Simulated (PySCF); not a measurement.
C3H10BNO2.
Structure used (PBE0-D3(BJ)/def2-SVP), in Å, numbered top down from 1:
```
atom  x, y, z in Å
C1    -1.6398    0.8100    0.9466
O2    -0.6773    0.0231    0.2643
C3    -1.2087   -1.0736   -0.4570
B4     0.5594    0.8624   -0.4820
N5     1.6765   -0.1125   -0.6327
C6     2.4676   -0.5425    0.3876
O7     2.2843   -0.3200    1.5616
H8    -2.2499    0.1540    1.5839
H9    -1.0838    1.5256    1.5614
H10   -2.2807    1.3472    0.2281
H11   -1.7471   -1.7368    0.2355
H12   -1.8822   -0.7226   -1.2565
H13   -0.3532   -1.6030   -0.8912
H14    0.7436    1.7545    0.3201
H15    0.0842    1.1956   -1.5589
H16    1.9741   -0.4048   -1.5549
H17    3.3357   -1.1592    0.0357
```

The calculation used TDDFT B3LYP/def2-SVPD, vertical, gas phase, core orbitals frozen in the response in PySCF 2.14.0, density-fitted response routines.

Transition dipole moments from the ground state, in atomic units and in the frame of the coordinates above (overall signs are arbitrary), for the states with f of 0.002 or more among the lowest 8:

| state | E (eV) | μx | μy | μz |
| --- | --- | --- | --- | --- |
| S2 | 6.131 | -0.222 | 0.158 | 0.045 |
| S3 | 6.364 | -0.239 | -0.028 | -0.078 |
| S4 | 6.539 | -0.432 | 0.238 | 0.098 |
| S5 | 6.719 | -0.354 | 0.258 | -0.416 |
| S6 | 6.886 | 0.422 | 0.018 | 0.339 |
| S7 | 7.077 | 0.122 | -0.003 | 0.160 |
| S8 | 7.115 | 0.072 | -0.048 | -0.089 |

What oscillator strength does each state have?

f = (2/3) ΔE |μ|² with ΔE in hartree (27.2114 eV).

```
state  |μ|² (au)  |μ| (D)      f
   S2      0.076     0.70  0.011
   S3      0.064     0.64  0.010
   S4      0.254     1.28  0.041
   S5      0.365     1.53  0.060
   S6      0.293     1.38  0.050
   S7      0.041     0.51  0.007
   S8      0.015     0.32  0.003
```

Which bond between heavy atoms lies closest to the direction of the S5 transition dipole?

N5–C6, at 7° from it; next B4–N5 at 50°.

What angle do the transition dipoles of S4 and S5 make?

|cos θ| = |μa·μb| / (|μa| |μb|) = 0.57, so θ ≈ 55° (taken between 0 and 90°, since the signs are arbitrary).

How is the summed strength of these states shared among x, y and z?

(2/3) Σ ΔE μα² gives 0.100 for x, 0.024 for y and 0.057 for z, 0.181 in all.

The vertical ionisation energy (ΔSCF) is 9.26 eV, 2.14 eV above S8.

One conformer stands for the species.
